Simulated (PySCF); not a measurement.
Heteronuclear NMR

Numbering as in the mapped SMILES `[CH3:1][CH:2]([CH3:3])[c:4]1[n:5][cH:6][cH:7][nH:8]1`. Hydrogens are named by the atom that carries them.

- J couplings at B3LYP/pcJ-1 (spin–dipole term only in couplings to heteroatoms)
- geometry from PBE0-D3(BJ)/def2-SVP
- NMR shieldings at PBE0/pcSseg-1/GIAO
- code: PySCF 2.14
- no solvent, one computed conformer, rapidly exchanging positions averaged, non-relativistic

Where does ¹⁵N resonate?

Answers


```
atoms                         environment  σ (ppm)  δ (ppm)
   N5  pyridine-type nitrogen of an azole    -32.0   -121.1
   N8          pyrrole-type ring nitrogen     93.6   -236.2
```

Shieldings were converted by a linear fit to measured shifts: ¹⁵N (scatter 7.2 ppm rms vs CH3NO2, solution or neat liquid). Occasional misses reach two or three times the rms, and more in compound classes unlike the fitted ones. Couplings are scaled by factors fitted to measured values: ²J(H,H) × 0.91 (rms 0.6 Hz), ³J(H,H) × 0.91 (rms 0.4 Hz, 0.5 with 2 outliers); all others are unscaled and can be 10–30 % off.

Couplings (the largest are listed; each averaged over equivalent pairs): ¹J(C7,N8) = -16.7 Hz, ¹J(C4,N8) = -11.2 Hz, ¹J(N5,C6) = 3.3 Hz, ²J(N5,H(C6)) = -11.6 Hz, ²J(C2,N5) = -9.1 Hz, ²J(C6,N8) = -6.6 Hz, ²J(N8,H(C7)) = -5.5 Hz, ²J(C2,N8) = -4.1 Hz, ²J(N5,C7) = 2.0 Hz, ²J(N5,N8) = -1.8 Hz, ³J(N8,H(C6)) = -3.4 Hz, ³J(N8,H(C2)) = -2.8 Hz. Signs are for ¹⁵N, whose magnetogyric ratio is negative.

On a 300 MHz spectrometer ¹⁵N resonates near 30.4 MHz, so 1 ppm is 30.4 Hz.
